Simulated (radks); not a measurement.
Trend from B2+ to Tl2+: ionisation energy by Delta-SCF between NIST ground configurations, and size. Calculated with a radial shooting solver on a logarithmic mesh with Libxc functionals: Dirac Kohn-Sham, PBE, spin-unpolarised, spherical densities, point nucleus.

species	configuration	configuration of the ion	IE (eV)	NIST (eV)	kind	outermost	<r> outermost (bohr)	r at 0.001 e/bohr^3 (bohr)
B2+	[He] 2s1	[He]	37.495	37.931	exp.	2s1/2	1.64	2.88
Al2+	[Ne] 3s1	[Ne]	28.442	28.448	exp.	3s1/2	2.20	3.38
Ga2+	[Ar] 3d10 4s1	[Ar] 3d10	31.272	30.726	exp.	4s1/2	2.08	3.30
In2+	[Kr] 4d10 5s1	[Kr] 4d10	28.320	28.044	exp.	5s1/2	2.34	3.57
Tl2+	[Xe] 4f14 5d10 6s1	[Xe] 4f14 5d10	30.141	29.852	exp.	6s1/2	2.27	3.61

Reference values: NIST Atomic Spectra Database (exp. = measured, semi-emp. = semi-empirical, theory = theoretical value adopted there). Spin polarisation and multiplet splitting are left out, so open shells lie too high by an amount that depends on their filling. Nuclear size, the Breit interaction and QED, all absent here, shift the 1s and 2s values of heavy ions.

Beside tabulated values, note that spin-unpolarised runs miss the spin-polarisation part of the exchange energy of open shells.
